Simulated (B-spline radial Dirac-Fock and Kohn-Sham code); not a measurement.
# Dipole and non-dipole photoemission parameters of I 4s

System: neutral iodine, [Kr] 4d10 5s2 5p5; threshold 186.0 eV (tabulated edge). Level of theory: Dirac-Hartree-Slater photoionisation with a Latter tail; cross sections with all multipoles, angular parameters from the dipole term and its interference with E2; a radial B-spline solver.

```
hν (eV)  σ (kb)      β       γ
    459    76.3  1.974   0.383
    491    70.2  1.976   0.379
    557    59.5  1.978   0.367
    580    56.3  1.978   0.361
    600    53.7  1.979   0.356
    650       ?      ?       ?
    859    31.8  1.983   0.279
    917    28.8  1.983   0.261
    973    26.2  1.984   0.244
   1020    24.3  1.984   0.229
   1090    21.8  1.985   0.208
   1280    16.7  1.986   0.154
   1810    9.27  1.987   0.036
   2000    7.78  1.988   0.004
   2580    4.91  1.989  -0.065
 2984.4    3.75  1.989  -0.091
   4000    2.16  1.990  -0.106
   4470    1.75  1.990  -0.094
   5700    1.09  1.990  -0.027
   5820    1.04  1.990  -0.018
   6000   0.980  1.990  -0.005
 8047.8   0.539  1.990   0.180
  13000   0.194  1.990   0.702
  15000   0.141  1.989   0.914
```

**Question.** Give the values at 650 eV.

**Answer.** σ = 48.0 kb, β = 1.980, γ = 0.342. For an s subshell δ is negligible.

Values without a named source are computed, but for edge energies of neutral atoms, which are taken from tables.
